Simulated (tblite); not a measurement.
Species: C3H8AlFS.
Atom-mapped SMILES: `[F:1][CH2:2][S@@+:3]1[CH2:4][CH2:5][AlH2-:6]1` (hydrogens: H7, H8 on C2; H9, H10 on C4; H11, H12 on C5; H13, H14 on Al6)

Computed with GFN2-xTB (tblite), gas phase: L-BFGS steps from a force-field or distance-geometry start until the largest atomic force falls under 0.01 eV/Å.

Step 35: E = -531.5930 eV
```
atom  x, y, z in Å  |  force x, y, z in eV/Å
F1      2.7866   -0.6271   -0.2135   -0.007   0.017   0.015
C2      1.8886    0.3375    0.1137   -0.031   0.014   0.030
S3      0.6130    0.4802   -1.1700    0.062   0.117  -0.008
C4     -0.3467   -1.0192   -0.7184   -0.040  -0.057   0.030
C5     -1.4804   -0.6539    0.2570    0.014  -0.050  -0.035
Al6    -1.0998    1.3203    0.4643   -0.026  -0.130  -0.016
H7      1.4180    0.0554    1.0605   -0.008  -0.013   0.078
H8      2.4137    1.2892    0.2050    0.040   0.020  -0.077
H9      0.3880   -1.6926   -0.2829   -0.031  -0.136  -0.067
H10    -0.6925   -1.4343   -1.6639   -0.009  -0.007   0.020
H11    -2.4392   -0.8182   -0.2626    0.005   0.025   0.043
H12    -1.4870   -1.3694    1.0904    0.014   0.019  -0.045
H13    -1.8486    2.3087   -0.4527   -0.021   0.071  -0.031
H14    -0.1143    1.8230    1.5509    0.037   0.111   0.061
```

Step 36: E = -531.5961 eV
```
atom  x, y, z in Å  |  force x, y, z in eV/Å
F1      2.7746   -0.6340   -0.1883   -0.014   0.003   0.005
C2      1.8794    0.3409    0.1151   -0.013   0.007   0.051
S3      0.6148    0.4740   -1.1788    0.051   0.140  -0.023
C4     -0.3489   -1.0245   -0.7244    0.057  -0.009  -0.022
C5     -1.4697   -0.6576    0.2591   -0.012  -0.019  -0.010
Al6    -1.0917    1.3181    0.4672   -0.010  -0.117  -0.014
H7      1.3958    0.0770    1.0603   -0.006  -0.038   0.098
H8      2.4139    1.2878    0.2036    0.017   0.032  -0.101
H9      0.3897   -1.6991   -0.3010   -0.008  -0.170  -0.023
H10    -0.6984   -1.4355   -1.6693   -0.039  -0.009  -0.009
H11    -2.4323   -0.8102   -0.2548   -0.033   0.021   0.026
H12    -1.4760   -1.3791    1.0851    0.008  -0.002   0.002
H13    -1.8500    2.3075   -0.4405   -0.025   0.059  -0.039
H14    -0.1021    1.8343    1.5446    0.027   0.103   0.060
```

Step 37: E = -531.5995 eV
```
atom  x, y, z in Å  |  force x, y, z in eV/Å
F1      2.7646   -0.6395   -0.1634   -0.023  -0.013  -0.001
C2      1.8721    0.3446    0.1174    0.006   0.003   0.066
S3      0.6187    0.4685   -1.1871    0.021   0.117  -0.017
C4     -0.3508   -1.0310   -0.7309    0.144   0.037  -0.075
C5     -1.4594   -0.6617    0.2605   -0.025   0.008   0.011
Al6    -1.0840    1.3137    0.4693    0.009  -0.049  -0.004
H7      1.3769    0.0985    1.0618    0.003  -0.052   0.100
H8      2.4158    1.2873    0.2000   -0.011   0.035  -0.112
H9      0.3892   -1.7110   -0.3203    0.010  -0.170   0.011
H10    -0.7061   -1.4364   -1.6751   -0.059  -0.002  -0.037
H11    -2.4265   -0.8013   -0.2465   -0.065   0.010   0.004
H12    -1.4655   -1.3879    1.0800    0.001  -0.031   0.050
H13    -1.8523    2.3075   -0.4285   -0.018   0.027  -0.037
H14    -0.0932    1.8483    1.5407    0.007   0.080   0.041
```

Task: Estimate the geometry and energy of step 38. (The exact step hangs on the optimiser's Hessian estimate; all steps are aligned on step 37, rigid shifts and turns removed.)

Result: E = -531.6031 eV, largest force 0.214 eV/Å
```
atom  x, y, z in Å  |  force x, y, z in eV/Å
F1      2.7572   -0.6432   -0.1399   -0.034  -0.030  -0.004
C2      1.8674    0.3485    0.1210    0.017   0.001   0.066
S3      0.6239    0.4637   -1.1939   -0.011   0.058   0.006
C4     -0.3513   -1.0381   -0.7383    0.179   0.062  -0.100
C5     -1.4502   -0.6657    0.2614   -0.013   0.015   0.017
Al6    -1.0770    1.3086    0.4709    0.023   0.046   0.011
H7      1.3630    0.1185    1.0656    0.018  -0.053   0.084
H8      2.4195    1.2879    0.1936   -0.041   0.031  -0.105
H9      0.3862   -1.7292   -0.3400    0.014  -0.125   0.026
H10    -0.7157   -1.4369   -1.6818   -0.060   0.021  -0.052
H11    -2.4228   -0.7916   -0.2384   -0.069  -0.006  -0.012
H12    -1.4562   -1.3958    1.0757   -0.007  -0.051   0.079
H13    -1.8555    2.3083   -0.4175   -0.003  -0.016  -0.030
H14    -0.0891    1.8646    1.5394   -0.014   0.046   0.014
```

The energy changes by -0.0036 eV. The first-order estimate −F·Δx gives -0.0049 eV and the mean of the old and new forces, exact on a quadratic surface, -0.0035 eV. The step makes an angle of 76° with the force vector and moves no atom by more than 0.027 Å.

The cost below is that of the whole relaxation. Hardware: Arm Neoverse N1, one thread, shared host with 64 logical CPUs at a one-minute load of 59. Cost: 1.1 s.
